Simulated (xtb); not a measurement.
C2H5Se (SMILES [CH2][Se]C), doublet, from a rough starting geometry; xtb 6.7.1 with GFN2-xTB.

Here is a job for xtb.
```
$ xtb mol.xyz --gfn 2 --uhf 1 --opt vtight --json

# file mol.xyz
8

C      1.55723139    -0.30685905     0.12127140
Se     0.07218857    -0.58422129     1.06894875
C     -1.28421393     0.11232252    -0.13186033
H      2.50749227    -0.60873504     0.45441273
H      1.57794769     0.62628347    -0.45055318
H     -1.10274382     1.20463039    -0.23836576
H     -1.10706106    -0.39718247    -1.10738065
H     -2.30318389    -0.08476590     0.24398522
```

The log (banner, timings and long lists left out):

```
   ID    Z sym.   atoms
    1    6 C      1, 3
    2   34 Se     2
    3    1 H      4-8

           -------------------------------------------------
          |                Calculation Setup                |
           -------------------------------------------------

           -------------------------------------------------
          |                 G F N 2 - x T B                 |
           -------------------------------------------------

          ...................................................
          :                      SETUP                      :
          :.................................................:
          :  # basis functions                  23          :
          :  # atomic orbitals                  22          :
          :  # shells                           12          :
          :  # electrons                        19          :
          :  max. iterations                   250          :
          :  Hamiltonian                  GFN2-xTB          :
          :  restarted?                      false          :
          :  GBSA solvation                  false          :
          :  PC potential                    false          :
          :  electronic temp.          300.0000000     K    :
          :  accuracy                    1.0000000          :
          :  -> integral cutoff          0.2500000E+02      :
          :  -> integral neglect         0.1000000E-07      :
          :  -> SCF convergence          0.1000000E-05 Eh   :
          :  -> wf. convergence          0.1000000E-03 e    :
          :  Broyden damping             0.4000000          :
          :  net charge                          0          :
          :  unpaired electrons                  1          :
          ...................................................

 iter      E             dE          RMSdq      gap      omega  full diag
   1     -9.9949976 -0.999500E+01  0.379E+00    3.70       0.0  T
   2    -10.0149512 -0.199535E-01  0.254E+00    3.49       1.0  T
   3    -10.0163642 -0.141308E-02  0.105E+00    3.47       1.0  T
   4    -10.0166076 -0.243380E-03  0.392E-01    3.42       1.0  T
   5    -10.0166214 -0.137780E-04  0.811E-02    3.43       1.0  T
   6    -10.0166228 -0.137519E-05  0.660E-02    3.41       1.0  T
   7    -10.0166277 -0.492893E-05  0.192E-02    3.42       1.8  T
   8    -10.0166279 -0.210098E-06  0.817E-03    3.42       4.3  T
   9    -10.0166279 -0.417516E-07  0.171E-03    3.42      20.6  T
  10    -10.0166279 -0.202843E-08  0.757E-04    3.42      46.7  T
  11    -10.0166280 -0.155203E-08  0.191E-04    3.42     185.0  T

   *** convergence criteria satisfied after 11 iterations ***

         :::::::::::::::::::::::::::::::::::::::::::::::::::::
         ::                     SUMMARY                     ::
         :::::::::::::::::::::::::::::::::::::::::::::::::::::
         :: total energy              -9.913111001984 Eh    ::
         :: gradient norm              0.059033622518 Eh/a0 ::
         :: HOMO-LUMO gap              3.418966551998 eV    ::
         ::.................................................::
         :: SCC energy               -10.016627622835 Eh    ::
         :: -> isotropic ES            0.002306220270 Eh    ::
         :: -> anisotropic ES          0.001193669269 Eh    ::
         :: -> anisotropic XC          0.006388050448 Eh    ::
         :: -> dispersion             -0.003615052595 Eh    ::
         :: repulsion energy           0.103516620851 Eh    ::
         :: add. restraining           0.000000000000 Eh    ::
         :: total charge               0.000000000000 e     ::
         :::::::::::::::::::::::::::::::::::::::::::::::::::::

      -----------------------------------------------------------
     |                   =====================                   |
     |                        A N C O P T                        |
     |                   =====================                   |
[...]
 * total energy  :    -9.9131110 Eh     change       -0.9678836E-10 Eh
 * total energy  :    -9.9165506 Eh     change       -0.3439556E-02 Eh
 * total energy  :    -9.9172513 Eh     change       -0.7007860E-03 Eh
 * total energy  :    -9.9173506 Eh     change       -0.9922508E-04 Eh
 * total energy  :    -9.9173736 Eh     change       -0.2299314E-04 Eh
 * total energy  :    -9.9173760 Eh     change       -0.2436834E-05 Eh
 * total energy  :    -9.9173765 Eh     change       -0.4614606E-06 Eh
 * total energy  :    -9.9173766 Eh     change       -0.1313644E-06 Eh
 * total energy  :    -9.9173767 Eh     change       -0.6151242E-07 Eh
   *** GEOMETRY OPTIMIZATION CONVERGED AFTER 9 ITERATIONS ***
         :: total energy              -9.917376653244 Eh    ::
[...]
         4        2.0000           -0.5049417             -13.7402
         5        2.0000           -0.5035735             -13.7029
         6        2.0000           -0.4843037             -13.1786
         7        2.0000           -0.4536783             -12.3452
         8        2.0000           -0.4367965             -11.8858
         9        2.0000           -0.3964299             -10.7874
        10        1.0000           -0.3097436              -8.4286 (HOMO)
        11                         -0.1946590              -5.2969 (LUMO)
        12                         -0.1160789              -3.1587
        13                          0.0477473               1.2993
        14                          0.0707377               1.9249
        15                          0.1218326               3.3152
        16                          0.1399818               3.8091
        17                          0.1715453               4.6680
        18                          0.1908031               5.1920
        19                          0.2189194               5.9571
        20                          0.2744145               7.4672
        21                          0.3382650               9.2047
        22                          0.7681724              20.9030
      -------------------------------------------------------------
                  HL-Gap            0.1150847 Eh            3.1316 eV
             Fermi-level           -0.3026440 Eh           -8.2354 eV

     #   Z          covCN         q      C6AA      α(0)
     1   6 C        2.830    -0.108    30.728     9.084
     2  34 Se       1.946    -0.109   239.405    26.961
     3   6 C        3.742    -0.073    21.977     6.688
     4   1 H        0.926     0.049     2.338     2.391
     5   1 H        0.926     0.047     2.351     2.398
     6   1 H        0.925     0.064     2.156     2.296
     7   1 H        0.925     0.069     2.097     2.265
     8   1 H        0.925     0.062     2.175     2.306

 Mol. C6AA /au·bohr⁶  :       1094.404144
 Mol. C8AA /au·bohr⁸  :      44518.036533
 Mol. α(0) /au        :         54.388379

Wiberg/Mayer (AO) data.
largest (>0.10) Wiberg bond orders for each atom

 ---------------------------------------------------------------------------
     #   Z sym  total        # sym  WBO       # sym  WBO       # sym  WBO
 ---------------------------------------------------------------------------
     1   6 C    3.525 --     2 Se   1.569     4 H    0.964     5 H    0.962
     2  34 Se   2.740 --     1 C    1.569     3 C    1.050
     3   6 C    3.986 --     2 Se   1.050     8 H    0.973     6 H    0.967
                             7 H    0.966
     4   1 H    0.998 --     1 C    0.964
     5   1 H    0.998 --     1 C    0.962
     6   1 H    0.996 --     3 C    0.967
     7   1 H    0.995 --     3 C    0.966
     8   1 H    0.996 --     3 C    0.973
 ---------------------------------------------------------------------------

Topologies differ in total number of bonds
Writing topology from bond orders to xtbtopo.mol

molecular dipole:
                 x           y           z       tot (Debye)
 q only:       -0.335       0.263      -0.358
   full:       -0.444       0.468      -0.417       1.954
molecular quadrupole (traceless):
                xx          xy          yy          xz          yz          zz
 q only:        1.730      -0.033      -0.636       0.317       0.320      -1.094
  q+dip:        2.425       0.587      -0.695       0.228       0.457      -1.730
   full:        2.710       0.336      -0.910       0.766       0.407      -1.800

optimized geometry written to: xtbopt.xyz

           -------------------------------------------------
          | TOTAL ENERGY               -9.917376653244 Eh   |
          | GRADIENT NORM               0.000072261974 Eh/α |
          | HOMO-LUMO GAP               3.131612943361 eV   |
           -------------------------------------------------

normal termination of xtb
```
